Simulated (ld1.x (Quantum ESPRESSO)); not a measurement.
## bromine: what ld1.x (Quantum ESPRESSO) 7.5 does with a changed input

Command:

```bash
ld1.x < Br.in > Br.out
```

Input:

```
&input
   title='Br', zed=35., rel=1, dft='PBE', iswitch=3,
   config='[Ar] 3d10 4s2 4p4 4d-2',
   nld=3, rlderiv=2.15, eminld=-4.0, emaxld=5.0, deld=0.02
 /
 &inputp
   pseudotype=3, tm=.true., lloc=-2, rcloc=1.50,
   nlcc=.false.,
   file_pseudopw='Br.UPF', file_wfcaegen='ae.wfc', file_wfcncgen='nc.wfc', file_beta='beta', file_chi='chi', file_wfcusgen='us.wfc'
 /
5
4S  1  0   2.00   0.00  1.55  1.70  0.0
4S  1  0   0.00  -0.30  1.55  1.70  0.0
4P  2  1   4.00   0.00  1.75  1.85  0.0
4P  2  1   0.00  -0.50  1.75  1.85  0.0
4D  3  2  -2.00   0.35  1.55  1.95  0.0
 &test
   configts(1)='4p4'
 /
```

This is an input that runs to its end, with one change: 4s left out of the test configuration.

Q: How does the run end?

A: The program runs through. The occupied levels of the test differ from the all-electron ones by at most 0.00000 Ry (unchanged input: 0.00001 Ry). The valence charge becomes 5 in place of 7, so this is not the intended potential. Messages: US requires at least two energies per channel 4D.

```
      Wfc-us  4P rcutus= 1.858  Estimated cut-off energy=    24.04 Ry

      Wfc   4D  rcut= 1.560  Using Troullier-Martins method
      Wfc-us  4D rcutus= 1.954  Estimated cut-off energy=    28.86 Ry

     ------------------- End of pseudopotential generation -------------------

     Computing logarithmic derivative in   2.14560
     Computing logarithmic derivative in   2.14560
     Computing the partial wave expansion
     R is outside the sphere for l=    0 j= 0.00
     R is outside the sphere for l=    0 j= 0.00
     R is outside the sphere for l=    1 j= 0.00
     R is outside the sphere for l=    1 j= 0.00
     R is outside the sphere for l=    2 j= 0.00

     ---------------------- Testing the pseudopotential ----------------------

     Br
     scalar relativistic calculation

     atomic number is 35.00   valence charge is  5.00
     dft =PBE   lsd =0 sic =0 latt =0  beta=0.20 tr2=1.0E-14
     mesh =1213 r(mesh) =  98.95369 xmin = -7.00 dx = 0.01250

     n l     nl             e AE (Ry)        e PS (Ry)    De AE-PS (Ry)
     2 1     4P   1( 4.00)       -1.28406       -1.28406        0.00000

     eps = 1.8E-15  iter =  3

     Etot =   -5211.906836 Ry,   -2605.953418 Ha,  -70911.604995 eV
     Etotps =   -11.766019 Ry,      -5.883009 Ha,    -160.084841 eV

     Ekin =       7.192635 Ry,       3.596318 Ha,      97.860787 eV
     Encl =     -24.373732 Ry,     -12.186866 Ha,    -331.621524 eV
     Ehrt =       7.344056 Ry,       3.672028 Ha,      99.920979 eV
     Ecxc =      -2.464241 Ry,      -1.232121 Ha,     -33.527712 eV
     Epseu=       0.535263 Ry,       0.267632 Ha,       7.282629 eV

     ---------------------- End of pseudopotential test ----------------------
```
